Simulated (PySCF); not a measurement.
Mg(F)(SeH), SMILES [F][Mg][SeH], B3LYP/def2-SVP optimised geometry.

```
4

Mg     0.33    -0.73     0.00
F      2.09    -0.75     0.00
Se    -2.09    -0.73     0.00
H     -2.09     0.75     0.00
```

Density from PySCF with B3LYP/def2-TZVP at that geometry.

Minimum of the electron density along straight lines between bonded atoms, close to the bond critical point (lines longer than 1.1 times the sum of covalent radii, or with two minima, are not listed):

```tsv
bond	length / Å	ρ at the minimum / e bohr⁻³	∇²ρ there / e bohr⁻⁵	position (fraction from the first atom)
Mg1–F2	1.760	0.080	0.73	0.45
Mg1–Se3	2.423	0.045	0.16	0.38
Se3–H4	1.480	0.168	-0.27	0.63
```
